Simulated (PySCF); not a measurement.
C2H6N, multiplicity 2. Atoms are numbered in the order given.

```xyz
9

C      1.1867     0.0000     0.1717
N      0.0000     0.0000    -0.6381
C     -1.1867     0.0000     0.1717
H      1.2142     0.8825     0.8297
H      1.2142    -0.8825     0.8297
H      2.0791     0.0000    -0.4560
H     -1.2142     0.8825     0.8297
H     -2.0791     0.0000    -0.4560
H     -1.2142    -0.8825     0.8297
```
Charge 0, spin multiplicity 2.

Coordinates come from a ωB97X-D3(BJ)/def2-TZVP optimisation. The isomer is the one that the SMILES or the coordinates give; other isomers of the formula were not compared.

All values below come from PBE/def2-TZVPD run with PySCF.

Mulliken values depend strongly on the basis, most of all with diffuse functions as here. ESP charges are fitted to the potential on shells at 1.4 to 2.0 van der Waals radii. Atomic charges (e):

```tsv
atom	ESP fit	meta-Löwdin	Mulliken spin
C1	(withheld)	-0.26	-0.03
N2	(withheld)	-0.20	0.88
C3	(withheld)	-0.26	-0.03
H4	(withheld)	0.12	0.04
H5	(withheld)	0.12	0.04
H6	(withheld)	0.13	0.00
H7	(withheld)	0.12	0.04
H8	(withheld)	0.13	0.00
H9	(withheld)	0.12	0.04
```

Q: Some entries are withheld; supply them. (An estimate is asked for; the answer gives what the named calculation found.)

A: 
- C1, ESP fit: 0.01
- N2, ESP fit: -0.33
- C3, ESP fit: 0.01
- H4, ESP fit: 0.06
- H5, ESP fit: 0.06
- H6, ESP fit: 0.04
- H7, ESP fit: 0.06
- H8, ESP fit: 0.04
- H9, ESP fit: 0.06
